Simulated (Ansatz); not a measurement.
`CC[Si]O[SiH3]` + `CF` → `FC[SiH3]` + `CC[Si]O`  (formal exchange of groups at the Si–O bond)

Program: Ansatz. Geometries: PBE0-D4/def2-TZVP. ΔE: electronic, gas phase. CBS: MP2 limit from def2 TZ/QZ plus the TZ coupled-cluster correction, frozen cores. This one scheme is used for every species. DFT in def2-TZVPP. B3LYP here is the variant with VWN-RPA as its local correlation; programs differ in this. One conformer a species, not always the lowest.

| level | ΔE (kJ/mol) |
| --- | --- |
| B3LYP-D4 | 118.5 |
| PBE | 92.6 |

What does CCSD(T)/CBS give? (Best estimate.)

Computed: +116.7 kJ/mol. The listed levels differ from it by 1.8, -24.1 kJ/mol.

Largest T1 diagnostic among the species: 0.013.

The D4 term adds +7.9 kJ/mol with B3LYP and +4.7 kJ/mol with PBE0; it sums over pairs of atoms, weighted by their polarisabilities, and B3LYP, whose exchange is more repulsive, gets the larger term. From BLYP to BHLYP (50 % exact exchange), in def2-TZVPP and without D4, ΔE moves by +18.2 kJ/mol. Leaving LDA and LC-ωPBE aside and taking each functional with its dispersion term where it has one, the values, not all of them listed here, spread over 31.9 kJ/mol, from PBE-D4 to BHLYP-D4.
